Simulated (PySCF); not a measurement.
Vertical excitations of a molecule C5H8S from TDA-PBE/def2-SVPD (PySCF), as energy in eV (oscillator strength): 4.71 (0.015), 4.95 (0.007), 5.30 (0.005), 5.56 (0.011), 5.97 (0.001), 6.17 (0.019), 6.20 (0.018), 6.26 (0.027), 6.35 (0.006), 6.49 (0.012). Lowest triplet (TDA): 4.24 eV. The structure is a stationary point at r2SCAN-D4/def2-SVP. The values are those of a single conformer.

Task: Which structure fits?
(A) C[C@@H]1CC=CS1
(B) C=C1CCCS1
(C) C=CC1CSC1
(D) C#C[C@H](C)SC

Result: D, C#C[C@H](C)SC
